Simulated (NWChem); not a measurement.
Species: SnHBr, singlet; SMILES [Br][SnH]

Low-valent species are run as closed-shell singlets; no triplet was tried in these runs. This build's default masses of Se (78.918 u) and Br (79.917 u) are each other's, which moves their modes by up to 0.6 %. def2 effective core potentials on Sn; no spin-orbit coupling.

Problem. Give the equilibrium geometry at PBE0/def2-SVP with def2 effective core potentials on Sn (NWChem) as a Z-matrix, with the point group.

Solution. point group Cs; any orientation.
```
Sn
H 1 1.7870
Br 1 2.5417 2 93.07
```
